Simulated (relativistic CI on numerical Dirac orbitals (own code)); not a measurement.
V4+: resonant inelastic scattering at the M2,3 edge

Computed with this model: Dirac-Coulomb-Breit CI, orbitals from a KLI potential per configuration, QED by a radiative potential, valence Slater integrals scaled by 0.8, Kramers-Heisenberg scattering through one core-hole configuration in a parametric crystal field; configurations [Ar] 3d → [Ne] 3s2 3p5 3d2; 10 K; core-hole width 1.2 eV; summed over polarisations. Incident energies are the highest absorption maxima for each field (at most a few, so the weaker spin-orbit partner edge can be absent), on the computed scale of the free ion. Intensities are in per cent of the strongest line above 0.02 eV; levels within 1 cm⁻¹ are merged; final levels count from the ground level, the first row holds all elastic scattering, lines under 0.4 are left out and each table stops after 24 rows. The scale of the Slater integrals is a model choice and moves the terms in proportion.

Field parameters in Wybourne normalisation: Td as Oh with Dq negative (B⁴₀ = 21Dq, B⁴₄ = √(5/14) B⁴₀). The field is a parameter set, without covalency.

S is read from ⟨S²⟩ = S(S + 1).

Td, 10Dq = -2200 cm⁻¹:

```
Final level (eV)  Degeneracy  Irrep     S  50.5 eV  55.5 eV
           0.000           4     Γ8  0.50    108.8    259.2
           0.268           4     Γ8  0.50     59.1    100.0
           0.307           2     Γ7  0.50     20.0     40.8
```

Td, 10Dq = -5000 cm⁻¹:

```
Final level (eV)  Degeneracy  Irrep     S  50.7 eV  55.6 eV
           0.000           4     Γ8  0.50    120.3    239.9
           0.610           4     Γ8  0.50     60.2    100.0
           0.651           2     Γ7  0.50     21.4     50.9
```

Td, 10Dq = -7800 cm⁻¹:

```csv
Final level (eV),Degeneracy,Irrep,S,51 eV,55.7 eV
0.000,4,Γ8,0.50,126.3,213.8
0.955,4,Γ8,0.50,60.2,100.0
0.998,2,Γ7,0.50,23.2,54.0
```

For the first field the strongest loss at the lowest incident energy is the level at 0.27 eV (S = 0.50, against 0.50 in the thermal ground state).
